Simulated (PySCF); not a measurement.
C4H7NO. Atoms are numbered in the order given.

```xyz
13

C      1.8192    -1.3434    -0.5492
N      1.0813    -0.1019    -0.6611
C     -0.0047     0.0239    -0.0077
C     -0.6488    -0.9861     0.9019
C     -0.6969     1.3510    -0.1924
O     -1.7334     1.6496     0.3441
H      1.2178    -2.2014    -0.9004
H      2.7352    -1.2929    -1.1546
H      2.1044    -1.5529     0.4976
H     -1.5790    -0.5761     1.3163
H      0.0290    -1.2524     1.7293
H     -0.8758    -1.9147     0.3531
H     -0.1466     2.0348    -0.8827
```
Charge 0, spin multiplicity 1.

The structure is a stationary point at ωB97X-D3(BJ)/def2-SVP. The structure was generated by enumeration; whether it is a known compound was not checked. One conformer was computed; it need not be the lowest.

The numbers are results of PySCF with ωB97X-D3(BJ)/def2-SVP, not measurements.

Frequencies are harmonic and unscaled.

```
mode  ν (cm⁻¹)  IR (km/mol)  Raman (Å⁴/amu)  depolarisation  moving atoms (share of kinetic energy)
----  --------  -----------  --------------  --------------  --------------------------------------
1           57          0.2             0.6            0.75                                  H 96 %
2          126          2.6             0.5            0.75                  C 35 %, O 35 %, H 26 %
3          140          2.5             0.1            0.75                                  H 91 %
4          247         10.3             0.4            0.19                  C 48 %, O 25 %, H 21 %
5          310          5.1             0.8            0.50                  C 53 %, H 30 %, O 15 %
6          321         13.6             1.5            0.75                  H 38 %, C 32 %, N 28 %
7          498          1.6             4.6            0.36          C 45 %, O 27 %, N 15 %, H 13 %
8          512          1.2             3.4            0.75                  C 45 %, H 32 %, N 22 %
9          654         17.9             0.7            0.22          C 33 %, H 26 %, N 25 %, O 16 %
10         833         15.4             6.1            0.36                          C 69 %, H 23 %
11         963          0.8             0.4            0.75                          H 72 %, C 27 %
12        1002         33.2             8.3            0.58                  H 55 %, C 34 %, N 11 %
13        1073          0.2             6.0            0.75                          H 50 %, C 48 %
14        1094          1.3             0.8            0.75                  H 65 %, C 25 %, N 10 %
15        1097          2.3             0.8            0.65                  C 35 %, N 33 %, H 31 %
16        1168          2.9             1.1            0.71                          H 59 %, C 33 %
17        1300         13.1             5.3            0.43                          C 60 %, H 36 %
18        1371          3.2             3.3            0.58                          H 76 %, C 15 %
19        1396         18.1             6.0            0.56                          H 68 %, C 30 %
20        1417         17.6            16.6            0.56                          H 88 %, C 12 %
21        1459         22.5             9.8            0.68                          H 86 %, C 14 %
22        1471          1.0            13.8            0.68                           H 91 %, C 8 %
23        1473          4.3            18.1            0.75                                  H 96 %
24        1493         18.7            12.4            0.75                                  H 96 %
25        1805         27.1            56.0            0.31                          C 57 %, N 41 %
26        1880        188.5            40.2            0.41                          C 60 %, O 38 %
27        3002         66.5           116.5            0.29                           H 92 %, C 8 %
28        3036         25.2           164.3            0.01                                  H 97 %
29        3069          3.6            93.8            0.01                                  H 97 %
30        3116         19.1            70.8            0.75                           H 91 %, C 9 %
31        3153          3.9            39.0            0.75                           H 91 %, C 9 %
32        3168         22.5            97.3            0.59                           H 91 %, C 9 %
33        3200          0.9            37.4            0.69                          H 90 %, C 10 %
```
